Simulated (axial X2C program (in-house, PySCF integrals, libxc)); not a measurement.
# What spin–orbit coupling does to LiIr

Calculated with an in-house all-electron X2C program for linear molecules (integrals from PySCF). Spin-free means the one-electron spin-free X2C Hamiltonian; two-component (2c) means X2C with spin–orbit coupling and atomic mean-field two-electron Coulomb and Gaunt terms, so the difference of the two also holds small scalar two-electron terms. Basis: Ir dyall-cv3z [13s14p9d6f4g], Li dyall-cv3z [7s8p2d] (cores contracted in-house); Gaussian nuclei, density fitting, unrestricted open shells. Masses: Ir 192.963 u, Li 7.016 u.

Spin-free state: M_S = 1, Λ = 2 (beyond evenly filled blocks: σα, δ+α, δ+β, δ-α); fragments Ir + Li.

| level | Re (Å) | ωe (cm⁻¹) | De (eV) | μ (D) |
| --- | --- | --- | --- | --- |
| PBE0 | 2.326 | 452.1 | 2.336 | 5.11 |
| HF | 2.479 | 356.4 | 0.622 | 4.63 |
| CCSD | 2.353 | 448.3 | 2.148 | n/a |
| CCSD(T) | 2.347 | 456.4 | 2.321 | n/a |
| BHandHLYP | 2.340 | 438.1 | 2.049 | 5.11 |

Correlated methods: 10 electrons correlated (number of frozen shells: Ir 5 s, 4 p, 2 d, 1 f; Li 1 s), 264 virtual spin orbitals or spinors in MP2, 90 natural virtuals in coupled cluster.

Dipoles are positive if Li is the positive end.

Two-component determinant lowest at the distance of the search:

Ω = 3 (⟨Sz⟩ = 0.90, ⟨Lz⟩ = 2.10 at HF); fragments Ir + Li.

```tsv
level	Re (Å)	ωe (cm⁻¹)	De (eV)	μ (D)
PBE0	2.329	451.4	2.260	5.11
HF	2.470	362.5	0.448	4.66
CCSD	2.355	448.2	1.948	n/a
CCSD(T)	2.351	455.5	2.121	n/a
BHandHLYP	2.341	439.2	1.868	5.11
```

Task: From the two tables, how do the constants change at the CCSD(T) level (2c against spin-free)?

Result: At the CCSD(T) level Re goes up by 0.004 Å and ωe decreases by 0.9 cm⁻¹; De changes by -0.200 eV.

Occupations by symmetry block were frozen at the best pattern of an incomplete PBE0 search. Dissociation energies refer to the lowest single-determinant-based atoms at the same level and basis. Density functionals use the spin component along the axis (collinear). CCSD and (T) use frozen natural virtuals with an MP2 correction for the truncation; (T) itself is uncorrected, so its De runs slightly low. PBE0 can misorder states that lie within some tenths of an eV, so this need not be the ground state of the molecule. The nearest other spin-free determinant of the search, M_S = 1, Λ = 3, lies 0.16 eV up at the distance of the search. Without a current term, density functionals place determinants with orbital angular momentum somewhat too high. With several unpaired electrons one determinant need not be a pure state. The determinant is spin-polarised beyond a pure state at some levels (its spin-free form has ⟨S²⟩ too high), which makes Re and μ there less reliable. The T1 diagnostic is large, a sign of multireference character.
